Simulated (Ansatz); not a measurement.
C$_{3}$H$_{9}$AlS (`[CH3][Al]([CH3])[CH2]S`). The species carries charge 0 and has multiplicity 1. The geometry is a stationary point of PBE0-D4/def2-TZVP. It is one conformer, not always the lowest.

```xyz
14

C     0.649   -1.996   -0.226
Al   -0.092   -0.190   -0.118
C    -1.765    0.247    0.805
C     0.827    1.238   -1.102
S     1.650    1.507    0.542
H     0.092   -2.603   -0.949
H     1.695   -1.995   -0.544
H     0.593   -2.517    0.734
H    -2.616   -0.212    0.290
H    -1.778   -0.133    1.830
H    -1.959    1.323    0.845
H     0.401    2.175   -1.454
H     1.638    0.937   -1.766
H     0.665    2.219    1.113
```

(1) What is the dipole moment at r2SCAN/def2-TZVPP? (An estimate is asked.)

(2) And with PBE, B3LYP, ωB97M-V? (An estimate is asked.)

(3) Give the Mulliken charges with r2SCAN, ωB97M-V, B3LYP in def2-TZVPP. (Estimate.)

Answers

(1) Ansatz gave: 1.03 D, with components (-0.26, 0.91, -0.40) D in this frame, pointing from negative to positive charge.

(2) The calculation gave: PBE 1.00 D, B3LYP 1.00 D, ωB97M-V 0.98 D.

(3) Ansatz gave: 
| atom | r2SCAN | ωB97M-V | B3LYP |
| --- | --- | --- | --- |
| C1 | -0.39 | -0.52 | -0.45 |
| Al2 | 0.61 | 0.57 | 0.55 |
| C3 | -0.41 | -0.54 | -0.46 |
| C4 | -0.33 | -0.44 | -0.37 |
| S5 | -0.11 | -0.08 | -0.12 |
| H6 | 0.06 | 0.10 | 0.08 |
| H7 | 0.05 | 0.10 | 0.08 |
| H8 | 0.06 | 0.11 | 0.09 |
| H9 | 0.06 | 0.11 | 0.08 |
| H10 | 0.07 | 0.11 | 0.09 |
| H11 | 0.04 | 0.09 | 0.07 |
| H12 | 0.09 | 0.14 | 0.12 |
| H13 | 0.09 | 0.14 | 0.11 |
| H14 | 0.11 | 0.13 | 0.12 |

B3LYP here is the variant with VWN-RPA as its local correlation; programs differ in this.
